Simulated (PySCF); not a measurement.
C₂H₆N, SMILES C[CH]N, multiplicity 2. Geometry: r2SCAN-D4/def2-TZVP. The isomer is the one that the SMILES or the coordinates give; other isomers of the formula were not compared. The values are those of a single conformer.

These are r2SCAN-D4/def2-TZVP (PySCF 2.14.0) values and carry that method's errors.

Harmonic wavenumbers (cm⁻¹): 190, 333, 394, 579, 719, 933, 994, 1021, 1200, 1278, 1387, 1439, 1463, 1486, 1642, 2930, 3015, 3109, 3167, 3500, 3608. Rotational constants (GHz): 42.27, 9.157, 8.002; symmetry number 1.

### Question
Work out the zero-point energy and the ideal-gas rigid-rotor harmonic-oscillator thermochemistry at 298.15 K and 1 atm.

### Answer
ZPE = ½ Σ hcν = ½ × 34388 cm⁻¹ = 205.69 kJ/mol. H − E(el) = 220.14 kJ/mol. Entropy in J/(mol K): translation 155.96, rotation 92.75, vibration 23.73, spin 5.76, total 278.20. G − E(el) = 137.19 kJ/mol. Cp = 70.03 J/(mol K).
